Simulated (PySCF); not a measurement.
## Zr²⁺: excitation energy

Zr²⁺ [Kr] 4d2 (3F) → Zr²⁺ [Kr] 4d1 5s1 (3D), as a difference of total energies. Calculation: PySCF 2.14, in aug-cc-pVTZ-DK (9s8p6d3f2g, 102 functions); scalar relativity by spin-free X2C-1e. Correlated levels: valence: [Kr] frozen. The calculations carry no spin-orbit coupling.

```csv
method,excitation energy (cm⁻¹)
UHF,18475
LDA,16118
PBE,17938
PBE0,19134
r2SCAN,20097
B3LYP,17504
HSE06,18733
PBEsol,17795
MP2 (valence),18294
SCS-MP2 (valence),18414
```

A first-order spin-orbit estimate (lowest level to lowest level, LS coupling) adds 0.021 eV.
